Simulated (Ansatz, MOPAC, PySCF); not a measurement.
Series SiXY, Y = hydroxy, computed as singlets and as triplets. Gas-phase values, no solvent. One relaxed conformer stands for each flexible species; it need not be the lowest. Strings in code marks are SMILES.

Quantity: adiabatic spin-state energy, in eV. HF references are unrestricted for open shells and restricted for singlets. The restricted reference of `O[SiH]` is unstable towards unrestricted orbitals. Semi-empirical values (MOPAC) are differences of heats of formation.

Level 1: frozen-core CCSDT(Q)/cc-pVDZ // PBE0-D3(BJ)/def2-TZVP (Ansatz, a quantum-chemistry and plane-wave program)
Level 2: LC-ωPBE/cc-pVTZ // PBE0-D3(BJ)/def2-TZVP (Ansatz)
Level 3: PBE/6-31G* // PBE0-D3(BJ)/def2-TZVP (PySCF)
Level 4: AM1 // PBE0-D3(BJ)/def2-TZVP (MOPAC)

```csv
species,level 2,level 3,level 4
`O[Si]O`: multiplicity 3 minus multiplicity 1,2.45,2.58,0.297
`O[Si]S`: multiplicity 3 minus multiplicity 1,1.87,2.00,-0.273
`O[SiH]`: multiplicity 3 minus multiplicity 1,1.41,1.60,-0.431
```

Problem. What does level 1 give for each?

Solution. 
- `O[Si]O`: multiplicity 3 minus multiplicity 1: 2.72
- `O[Si]S`: multiplicity 3 minus multiplicity 1: 2.16
- `O[SiH]`: multiplicity 3 minus multiplicity 1: 1.72
